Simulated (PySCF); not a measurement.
# Ionising BeHg

r²SCAN; PySCF, scalar-relativistic core potentials, basis sets Be cc-pVDZ, Hg cc-pVDZ-PP with ECP60. Neutral (UKS): singlet (closed shell), Re = 2.771 Å, ωe = 158 cm⁻¹, De = 0.15 eV, HOMO -5.21 eV, LUMO -2.20 eV.

BeHg⁺ (UKS): doublet (σ ↑), Re = 2.349 Å, ωe = 383 cm⁻¹, De = 1.64 eV to Be⁺ + Hg. The energies at the minima are -168.22143 hartree for BeHg and -167.95144 for BeHg⁺.

(1) Work out the adiabatic ionisation energy, without and with harmonic zero-point energies (1 hartree = 27.2114 eV, 1 eV = 8065.5 cm⁻¹), and the change of the bond length.

Closed-shell solutions of metal pairs were not tested for spin polarisation, which can lower them a little. Weak bonds: BeHg. Basis-set superposition, not corrected here, can be much of De in a small basis, most of all at correlated wavefunction levels. Spin–orbit coupling is left out. For an ion De counts to the pair picked by the measured ionisation energies or electron affinities, which need not be the lowest pair at this level. States were picked by a PBE0 search and need not be the measured ground states.

## Answers

(1) At r²SCAN: 0.26999 hartree = 7.347 eV between the minima; the zero-point term (383.0 − 158.0)/2 cm⁻¹ = +0.014 eV makes it 7.361 eV. Re changes by -42.2 pm against the neutral. Minus the HOMO energy is 5.21 eV, -2.14 eV from the value between the minima; self-interaction puts the Kohn–Sham level too high, less so with exact exchange. The electron leaves a σ orbital, and the shorter bond of the ion fits an antibonding orbital, or a change in how ionic the bond is.
